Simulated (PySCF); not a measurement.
# Relaxation of singlet VO₂F

All numbers come from PySCF, B3LYP, basis V def2-SVP, O def2-SVP, F def2-SVP (no relativity, density fitting). A (50,194) grid was used.

A start displaced from a saddle point along its imaginary mode, of Cs symmetry, held to at least that symmetry:

Coordinates in bohr (charge 0 multiplicity 1):
```
V    -0.0969    0.0000    0.4452
O    -1.7582    2.4665   -0.4724
O    -1.7582   -2.4665   -0.4724
F     3.2202    0.0000   -0.3984
```

(1) What forces act on the atoms at the start (eV/Å)?

(2) What does it relax to?

(3) How much energy is released, and in how many steps?

Results:

(1) 
```csv
atom,Fx,Fy,Fz
V1,-2.91,0.00,-3.25
O2,2.32,-2.70,1.35
O3,2.32,2.70,1.35
F4,-1.72,0.00,0.55
```

(2) It ends at Cs with V–F 1.747 Å, V–O 1.572 Å (×2); F–V–O 117.7° (×2), O–V–O 110.1° (after a last refinement on a finer grid). A frequency run shows a minimum.

(3) 39.9 kJ/mol in 4 steps.

The relaxation took of the order of 15 core-seconds on a shared host.
